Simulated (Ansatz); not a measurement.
Computed with Ansatz on PBE0-D4/def2-TZVP structures; ΔE is electronic, products minus reactants. CBS: MP2 limit from def2 TZ/QZ plus the TZ coupled-cluster correction, frozen cores. DFT in def2-TZVPP. B3LYP here is the variant with VWN-RPA as its local correlation; programs differ in this. One conformer a species, not always the lowest.

Reaction (cleavage of the Al–Si bond): `O[SiH2][AlH2]` + `OB1CC1` → `[AlH2][O]B1CC1` + silanol

| level | ΔE (kJ/mol) | difference from CCSD(T)/CBS |
| --- | --- | --- |
| r2SCAN-D4 | -153.2 | 2.2 |
| PBE0-D4 | -136.5 | 18.9 |
| B3LYP-D4 | -156.9 | -1.5 |
| ωB97X-V | -150.7 | 4.7 |
| ωB97M-V | -157.4 | -2.0 |
| B2PLYP | -161.7 | -6.3 |
| PBE | -130.9 | 24.5 |
| PBE0 | -136.6 | 18.8 |
| B3LYP | -157.2 | -1.8 |
| MP2/def2-TZVPP | -165.2 | -9.8 |
| SCS-MP2/def2-TZVPP | -166.7 | -11.3 |
| CCSD/def2-TZVPP | -156.5 | -1.1 |
| HF/def2-QZVPP | -176.0 | -20.6 |
| SCS-MP2/def2-QZVPP | -167.9 | -12.5 |
| MP2/CBS(def2) | -166.4 | -11.0 |
| CCSD/CBS(def2) | -157.7 | -2.3 |
| CCSD(T)/CBS | -155.4 | 0 |

Largest T1 diagnostic among the species: 0.013.

From PBE to PBE0 (25 % exact exchange), in def2-TZVPP and without D4, ΔE moves by −5.7 kJ/mol. In def2-TZVPP, CCSD(T) changes the Hartree–Fock value by +19.6 kJ/mol (the triples alone add +2.2 kJ/mol) and MP2 by +8.6 kJ/mol.
